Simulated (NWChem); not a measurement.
Species: C₄H₄F₂; SMILES C=CC=C(F)F

```xyz
10

C      0.1640    -2.7357     0.0000
C     -0.3017    -1.4789     0.0000
C      0.5379    -0.2963     0.0000
C      0.0600     0.9499     0.0000
F      0.7996     2.0298     0.0000
F     -1.2125     1.2656     0.0000
H      1.2372    -2.9492     0.0000
H     -0.5156    -3.5904     0.0000
H     -1.3837    -1.3093     0.0000
H      1.6251    -0.3978     0.0000
```
Atoms are numbered in this order, from 1.

Program: NWChem. The geometry was optimised at PBE0/def2-SVP. Level: PBE0/def2-SVP with SMD (1 M gas to 1 M solution), gas-phase geometry.

### Question
Estimate the computed values for solvent water. Quantities: solvation free energy (kcal/mol); cavity-dispersion-structure term (kcal/mol); dipole in solution (D).

### Answer
```
Property                                     Value
-------------------------------------------  -----
solvation free energy (kcal/mol)               2.1
cavity-dispersion-structure term (kcal/mol)    4.9
dipole in solution (D)                        0.96
```
